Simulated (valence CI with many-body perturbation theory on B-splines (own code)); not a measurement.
Values are calculated unless marked as measured or tabulated.
## Te31+: what the settings do

Method: relativistic CI+MBPT: three valence electrons over a frozen Dirac-Fock core [Ar], radial functions for each j: 6 s, 6 p, 5 d, 5 f, 1 g, with the one-electron correlation potential Σ1 (screened to all orders), the two-electron term Σ2, the three-electron term Σ3, Breit, model QED; selected single and double excitations, second order for the rest, scaled by the run's own slope (own B-spline code, finite nucleus).

The last digits are not significant, and no measured levels were compared; by estimate large intervals hold to a few tenths of a per cent, small ones and those within an open d or f shell to about a per cent. Only levels of the ground parity were solved; by the run's estimate the other parity begins above the list, which can be wrong where configurations are misplaced.

The reference run has the lowest level (3d3/2^3) J=3/2 and an ionisation energy of 1889.14 eV. Its largest variational space holds 2233 state functions.

Levels are named by their leading jj configuration (3d3/2^4 stands for four electrons in 3d with j = 3/2), which in mixed levels can hold well under half, so a name can repeat and another be missing. Letters in brackets count levels of one name in rising energy.

Changed runs:
A. Breit term on → off; QED terms on → off
B. hole-hole ladder in Σ2 on → off
C. Davidson tolerance 2e-05 → 0.0003; scale of Σ2 1 → 0
D. size limit of the variational space 10000 → 300; second order for the rest on → off (bad on purpose)

Excitation energies of the reference run in cm⁻¹, and shifts in cm⁻¹:

```csv
Level,Reference,A,B,C,D
(3d3/2^2 3d5/2) J=5/2 [a],70068,+3290,-1862,-1572,+91
(3d3/2^2 3d5/2) J=7/2,108762,+5821,-2086,-1231,+93
(3d3/2^2 3d5/2) J=3/2,113943,+2189,+1732,+2782,+186
(3d3/2^2 3d5/2) J=9/2,123524,+6881,-2729,-1038,+121
(3d3/2^2 3d5/2) J=1/2,133814,+3026,+1946,+3761,-966
(3d3/2 3d5/2^2) J=7/2 [a],195655,+6770,-1896,-1183,+404
(3d3/2^2 3d5/2) J=5/2 [b],202893,+4868,+2529,+3140,+905
(3d3/2 3d5/2^2) J=9/2,207036,+8958,-3513,-2030,-8.0
(3d3/2 3d5/2^2) J=3/2 [a],233994,+5341,+2741,+2012,+309
(3d3/2 3d5/2^2) J=1/2,246547,+6027,+2919,+3304,-796
(3d3/2 3d5/2^2) J=11/2,259113,+10822,-4594,-1550,-426
(3d3/2 3d5/2^2) J=5/2 [a],277801,+7027,+2566,+3715,+1314
Ionisation energy (eV),1889.14,+0.96,-0.49,-5.32,-0.18
```
